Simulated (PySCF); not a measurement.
MnI₂, SMILES [I][Mn][I] (connectivity only; charge and spin as stated), neutral, multiplicity 6.

The structure is a stationary point at PBE0-D3(BJ)/def2-SVP. The spin state was assumed, not searched. The def2 effective core potentials stand for the cores of I; spin–orbit coupling is left out.

Method: PySCF with M06-2X/def2-TZVPD.

```
Property                                                          Result
-----------------------------------------------  -----------------------
total energy                                         -1746.38649 hartree
point group                                                          D∞h
α spin, highest occupied and lowest empty level       -8.75 and -0.96 eV
β spin, highest occupied and lowest empty level       -9.04 and -2.62 eV
dipole moment                                                     0.00 D
mean static polarisability                         98.6 bohr³ (14.61 Å³)
polarisability, principal values                 78.3, 78.3, 139.1 bohr³
⟨S²⟩                                             8.761 (pure state 8.75)
```
